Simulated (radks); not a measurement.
Fractional charge and spin in the 3p shell of potassium: the spin-up occupation runs from 2 to 3 and the spin-down occupation from 2 to 3; the fullest corner is K, [Ne] 3s2 4s(up 0.5, down 0.5) 3p(up 3, down 3). Method: scalar-relativistic Kohn-Sham, r2SCAN, spin-polarised, spherical densities, finite nucleus; meta-GGA in the generalised Kohn-Sham scheme; Fermi nuclear charge, rms radius of each element as measured or else 0.836 A^(1/3) + 0.57 fm; computed with a radial shooting solver on a logarithmic mesh with Libxc functionals. Energy (eV) minus the two flat planes that join the four corners (they meet along the diagonal where the two added fractions sum to one electron); zero is where a piecewise linear energy would lie.

down \ up       2     2.5       3
2           0.000  -1.682   0.000
2.5        -1.682   0.399  -1.460
3           0.000  -1.460   0.000

Corners above the fullest one (they belong to K+ and the next ion): (up 3, down 2) 25.301 eV, (up 2, down 3) 25.301 eV, (up 2, down 2) 64.809 eV. With half an added electron in each spin the energy lies 0.399 eV from the planes, and with half an added electron in spin up alone -1.682 eV. The planes are only a guide here: the flat-plane condition holds for ground states with one frontier orbital, while this shell lies below other occupied shells, so the corners above the fullest one are inner-hole states and not the ground states of those ions.
